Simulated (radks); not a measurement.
Values are calculated unless marked as measured or tabulated.
Problem. Radial electron density D(r) = 4 pi r^2 rho(r) of an atom or ion with 18 electrons. Level of theory: Dirac Kohn-Sham, BP86, spin-unpolarised, spherical densities, point nucleus (a radial shooting solver on a logarithmic mesh with Libxc functionals).

r (bohr),D(r) (e/bohr)
0.007343,2.083
0.009409,3.161
0.01196,4.641
0.01521,6.647
0.01949,9.322
0.02477,12.42
0.03149,15.73
0.04036,18.81
0.0513,20.67
0.06574,20.73
0.08357,18.90
0.1062,16.23
0.1361,14.60
0.1731,15.65
0.22,18.77
0.2819,21.08
0.3584,19.34
0.4556,13.68
0.5839,7.421
0.7423,4.586
0.9436,4.957
1.209,5.765
1.537,4.982
1.954,3.117
2.504,1.383
3.183,0.4538
4.047,0.1026
5.186,0.01399

What is the nuclear charge?

Solution. Z = 18. The innermost maximum, from 1s, lies near gamma/Z bohr with gamma = sqrt(1 - (Z/c)^2) = 0.991, here 0.0551 bohr (found: 0.0583), and its height grows with Z. The density is that of neutral argon in [Ar]; the configuration itself is not fixed sharply by these data, and Z only to about a unit. D(r) has 3 maxima, at r = 0.0583, 0.291, 1.23 bohr, and minima at 0.141, 0.798 bohr, inside which lie 2.17, 10.36 electrons.
